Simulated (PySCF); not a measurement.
Stepwise substitution at one centre (B NH2-SiH3). Isolated molecules, 0 K electronic values unless said otherwise. Strings in code marks are SMILES.

The numbers are results of PBE-D3(BJ)/def2-TZVP // B3LYP-D3(BJ)/def2-TZVP (PySCF), not measurements. Excitations are Tamm–Dancoff values on a coarser integration grid. The basis has no diffuse functions, so Rydberg states are missing or too high.

```csv
species,S1 excitation (TDA) (eV),S1 oscillator strength,HOMO–LUMO gap (eV),HOMO (eV)
0 of 3 NH2 replaced by SiH3,5.24,0.000,5.17,…
1 of 3 NH2 replaced by SiH3 (`[SiH3]B(N)N`),5.80,0.001,5.41,-5.76
2 of 3 NH2 replaced by SiH3 (`[SiH3]B([SiH3])N`),…,0.000,4.26,-6.25
3 of 3 NH2 replaced by SiH3,…,0.000,2.77,…
```

Task: Some entries are withheld; supply them.

Result: 
- 0 of 3 NH2 replaced by SiH3, HOMO (eV): -5.08
- 2 of 3 NH2 replaced by SiH3 (`[SiH3]B([SiH3])N`), S1 excitation (TDA) (eV): 4.53
- 3 of 3 NH2 replaced by SiH3, S1 excitation (TDA) (eV): 3.03
- 3 of 3 NH2 replaced by SiH3, HOMO (eV): -6.84
